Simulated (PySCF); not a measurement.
Isomers of C2H4B2. All species are isolated molecules in the gas phase. One relaxed conformer stands for each flexible species; it need not be the lowest. Strings in code marks are SMILES.

Excitations are Tamm–Dancoff values on a coarser integration grid. The basis has no diffuse functions, so Rydberg states are missing or too high.

A: `B=BC=C`
B: `B=C=BC`
C: `[H]/B=C/C=B/[H]`
D: `C=BB=C`

Put the candidates in order of HOMO–LUMO gap, lowest first, for PySCF with PBE-D3(BJ)/def2-TZVP // CAM-B3LYP-D3(BJ)/def2-TZVP.

A (-0.46 eV), C (2.07 eV), D (3.18 eV), B (4.00 eV)
